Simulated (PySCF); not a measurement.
**Ca: electron affinity**

Ca- [Ar] 3d1 4s2 (2D) → Ca [Ar] 4s2 (1S), as a difference of total energies. Calculation: PySCF 2.14, in def2-QZVPPD (11s6p4d3f, 70 functions); no relativity, point nucleus. Correlated levels: valence: [Ar] frozen. The calculations carry no spin-orbit coupling.

| method | electron affinity (eV) |
| --- | --- |
| UHF | -2.264 |
| MP2 (valence) | -1.968 |
| SCS-MP2 (valence) | -1.998 |
| CCSD (valence) | -1.629 |
| CCSD(T) (valence) | -1.466 |

The configuration of this anion was assumed by filling the next shell in order. It is not the known or likely ground configuration (Ca⁻, Sr⁻ and Ba⁻, for instance, bind a p electron), so these values are not the electron affinity of the element.

A negative affinity means that the anion lies above the atom at that level of theory.

The coupled-cluster amplitudes are large for Ca- (T1 above 0.03 or a double amplitude above 0.15), so a single reference is strained.
